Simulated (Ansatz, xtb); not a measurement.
H6O2Si2+: where a starting geometry ends

The starting geometry of this gas-phase doublet has its atoms placed at random.

```json
{"atom": "O", "x (Å)": "-1.8257", "y (Å)": "-0.3726", "z (Å)": "0.0525"}
{"atom": "O", "x (Å)": "1.4521", "y (Å)": "0.9583", "z (Å)": "-1.2834"}
{"atom": "Si", "x (Å)": "0.8479", "y (Å)": "-1.3753", "z (Å)": "-1.6292"}
{"atom": "Si", "x (Å)": "-0.1460", "y (Å)": "-0.0539", "z (Å)": "-0.4621"}
{"atom": "H", "x (Å)": "-0.0439", "y (Å)": "-1.6342", "z (Å)": "-0.5757"}
{"atom": "H", "x (Å)": "-0.0345", "y (Å)": "0.7024", "z (Å)": "1.3949"}
{"atom": "H", "x (Å)": "-1.4706", "y (Å)": "1.2270", "z (Å)": "0.1958"}
{"atom": "H", "x (Å)": "0.5772", "y (Å)": "-2.4745", "z (Å)": "-0.2379"}
{"atom": "H", "x (Å)": "-1.1183", "y (Å)": "-1.3924", "z (Å)": "0.3815"}
{"atom": "H", "x (Å)": "1.2639", "y (Å)": "-0.8009", "z (Å)": "0.8076"}
```

**Question.** Guess where an optimisation with r2SCAN-D4/def2-SVP ends from this start.

**Answer.** It loosens into H2O2Si2 + H2 + H2, which stay close as a complex (formulas without charges). Distances that change by over a tenth: O1–Si4 (1.79 → 1.60 Å), Si3–H8 (1.79 → 2.14 Å), H5–H8 (1.10 → 0.78 Å). Contacts that open: Si3–Si4 (2.02 → 3.33 Å), Si3–H5 (1.40 → 2.15 Å), Si4–H5 (1.59 → 3.90 Å). Contacts that close: O1–H9 (1.28 → 0.97 Å), O2–Si3 (2.44 → 1.75 Å), O2–Si4 (2.06 → 1.58 Å), Si4–H10 (2.04 → 1.46 Å), H6–H7 (1.94 → 0.77 Å).

The energy falls by 14.30 eV over 30 steps:

```json
{"step": "1", "E − E(last) (eV)": "14.305"}
{"step": "4", "E − E(last) (eV)": "7.037"}
{"step": "7", "E − E(last) (eV)": "2.177"}
{"step": "11", "E − E(last) (eV)": "0.554"}
{"step": "14", "E − E(last) (eV)": "0.288"}
{"step": "17", "E − E(last) (eV)": "0.133"}
{"step": "20", "E − E(last) (eV)": "0.043"}
{"step": "24", "E − E(last) (eV)": "0.004"}
{"step": "27", "E − E(last) (eV)": "0.000"}
{"step": "30", "E − E(last) (eV)": "0.000"}
```

Final geometry (Å):

```xyz
10

O    -1.4746   -0.9567    0.8725
O     1.0020   -0.7364   -0.1979
Si    2.0537   -1.1621   -1.5270
Si   -0.0178   -0.2918    0.9245
H     0.3571   -1.9826   -2.5660
H    -0.2977    1.5588   -0.2737
H    -1.0308    1.4415   -0.0768
H     0.6079   -2.6081   -2.1698
H    -2.1520   -0.9314    1.5647
H     0.4542    0.4525    2.0934
```

From the same start GFN2-xTB ends elsewhere, in pieces: H4O2Si2 + H2.

From so rough a start the end depends on the optimiser's path, so another program may land elsewhere. No frequencies were run, so the end isn't proven a minimum. Open shells are spin-unrestricted. Run with Ansatz 0.2.0, 2.3 min on 2 threads of Intel(R) Xeon(R) 6975P-C (Granite Rapids), with other jobs on the host.
